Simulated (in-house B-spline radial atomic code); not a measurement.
Successive ionisation energies of sulfur; each step leads to the configuration of the next row (after the last: bare). Dirac energy differences include first-order Breit, QED and recoil terms. NIST's values go from ground level to ground level; the uncertainty of those that are theory runs from under 0.1 % in few-electron ions to several per cent in heavy many-electron ones. Computed with a radial B-spline atomic code at the basis-set limit: Dirac-Hartree-Fock, jj configuration that fills j = l - 1/2 first, finite nuclei.

A number in brackets counts the electrons of a j subshell.

```tsv
ion	configuration	ionisation energy (eV)	tabulated value (eV)	computed minus tabulated (eV)	highest orbital	largest mean radius (bohr)
S9+	[He] 2s2 2p1/2(2) 2p3/2(1)	442.2	447.7	-6	2p1/2	0.44053
S10+	[He] 2s2 2p1/2(2)	499.7	504.55	-5	2p1/2	0.43112
S11+	[He] 2s2 2p1/2(1)	?	?	?	?	?
S12+	[He] 2s2	?	?	?	?	?
S13+	[He] 2s1	706.8	706.994	0	2s1/2	0.40528
S14+	1s2	3222.4	3223.781	-1	1s1/2	0.09558
S15+	1s1	3494.2	3494.189	0	1s1/2	0.093323
```

Question: Fill in the row of S11+.

Answer: ionisation energy (eV): 565.1; tabulated value (eV): 564.41; computed minus tabulated (eV): 1; highest orbital: 2p1/2; largest mean radius (bohr): 0.42204.

Question: Fill in the row of S12+.

Answer: ionisation energy (eV): 646.8; tabulated value (eV): 651.96; computed minus tabulated (eV): -5; highest orbital: 2s1/2; largest mean radius (bohr): 0.41327.

Question: Where is the largest jump?

Answer: From S13+ to S14+, by a factor of 4.56 (706.83 to 3222.4 eV); the highest orbital goes from 2s1/2 to 1s1/2.

Question: How far is this level of theory from the measured and semi-empirical values?

Answer: Over those 4 rows the differences run from -5.52 to +0.66 eV (mean absolute value 4 eV). The calculation leaves out correlation and, in open shells, the multiplet splittings that an average leaves out.
